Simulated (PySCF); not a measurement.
C3H9O3Si, charge +1, multiplicity 1.

```xyz
16

C     -1.5779    -2.3261     0.0000
O     -1.2926    -0.9055     0.0000
Si     0.0000     0.0000     0.0000
O     -0.1378     1.5722     0.0000
C     -1.2255     2.5296     0.0000
O      1.4304    -0.6667     0.0000
C      2.8034    -0.2035     0.0000
H     -0.6474    -2.9091     0.0000
H     -2.1683    -2.5423     0.8990
H     -2.1683    -2.5423    -0.8990
H     -2.1957     2.0152     0.0000
H     -1.1176     3.1490     0.8990
H     -1.1176     3.1490    -0.8990
H      3.2859    -0.6067     0.8990
H      3.2859    -0.6067    -0.8990
H      2.8431     0.8939     0.0000
```
Charge +1, spin multiplicity 1.

Geometry optimised at B3LYP-D3(BJ)/def2-SVP. The spin state was assumed, not searched. The isomer is the one that the SMILES or the coordinates give; other isomers of the formula were not compared. Other conformers were not sampled.

The numbers are results of PySCF with PBE0/pcSseg-1, not measurements. Non-relativistic, no solvent.

Computed absolute GIAO shielding of each atom: isotropic value and principal components (ppm):
```csv
atom,σ(iso),σ11,σ22,σ33,span
C1,118.6,82.4,89.2,184.1,101.8
O2,286.3,230.2,296.1,332.7,102.6
Si3,408.2,341.6,441.4,441.4,99.8
O4,286.3,230.2,296.1,332.7,102.6
C5,118.6,82.4,89.2,184.1,101.8
O6,286.3,230.1,296.1,332.7,102.6
C7,118.6,82.4,89.2,184.1,101.8
H8,26.8,22.3,25.4,32.6,10.3
H9,26.6,22.8,24.1,33.1,10.2
H10,26.6,22.8,24.1,33.1,10.2
H11,26.8,22.3,25.4,32.6,10.3
H12,26.6,22.8,24.1,33.1,10.2
H13,26.6,22.8,24.1,33.1,10.2
H14,26.6,22.8,24.1,33.1,10.2
H15,26.6,22.8,24.1,33.1,10.2
H16,26.8,22.3,25.4,32.6,10.3
```
